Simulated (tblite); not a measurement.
C4H9Cl3Sn, triplet, at the geometry of the source list (GFN-xTB shapes and energies of metal compounds can be far from the true ones) (a higher spin typed on purpose: for a closed-shell molecule this is an excited state); IPEA1-xTB (tblite 0.6.0).

The tblite input:
```
$ tblite run mol.xyz --method ipea1 --charge 0 --spin 2 --json tblite.json --no-restart

# file mol.xyz
17

C     -2.55570000     0.21460000     0.05930000
C     -1.07930000     0.34140000    -0.29060000
C     -0.31020000    -0.93140000     0.04990000
C      1.08890000    -0.96070000    -0.48800000
Sn     2.46520000     0.66390000     0.34860000
Cl     2.88530000     2.37870000    -1.19710000
Cl     1.72010000     1.73630000     2.30180000
Cl     4.57080000    -0.20270000     0.90680000
H     -3.03530000    -0.54530000    -0.55730000
H     -3.06480000     1.16040000    -0.09950000
H     -2.67630000    -0.06830000     1.10360000
H     -0.64780000     1.17620000     0.26630000
H     -0.97110000     0.56080000    -1.35220000
H     -0.30980000    -1.08030000     1.13240000
H     -0.83350000    -1.78830000    -0.39220000
H      1.62230000    -1.87260000    -0.23250000
H      1.13130000    -0.78260000    -1.55940000
```

Question: Predict the main parts of the log of this tblite run.

Answer: 
```
xTB calculator
 | screened Coulomb repulsion
 | Coulomb electrostatics
 |  * isotropic Klopman-Ohno-Mataga-Nishimoto electrostatics
 |  * onsite third-order electrostatics
 | DFT-D3(BJ) dispersion correction

halogen bonding energy    0.0000000000000E+00 Eh
repulsion energy          2.9348552943507E-01 Eh
dispersion energy        -9.0994537066883E-03 Eh
number of electrons       5.0000000000000E+01 e
integral cutoff           4.0000000000000E+01 bohr

------------------------------------------------------------
  cycle        total energy    energy error   density error
------------------------------------------------------------
      1     -30.28734407580  -3.0571730E+01   4.3977742E-01
      2     -30.31118651502  -2.3842439E-02   2.5474438E-01
      3     -30.29728754223   1.3898973E-02   6.4177940E-02
      4     -30.31406267211  -1.6775130E-02   9.5989782E-03
      5     -30.31502425719  -9.6158508E-04   2.4620358E-03
      6     -30.31506835257  -4.4095381E-05   6.1880098E-04
      7     -30.31507064079  -2.2882168E-06   1.8099111E-04
      8     -30.31507073296  -9.2177256E-08   8.7511402E-05
      9     -30.31507075434  -2.1381819E-08   2.5710066E-05
     10     -30.31507075736  -3.0197782E-09   9.6720847E-06
------------------------------------------------------------

electronic energy        -3.0599456833093E+01 Eh
total energy             -3.0315070757364E+01 Eh

Post processing:
 | Mayer-Wiberg bond orders

[Info] JSON dump of results written to 'tblite.json'
```
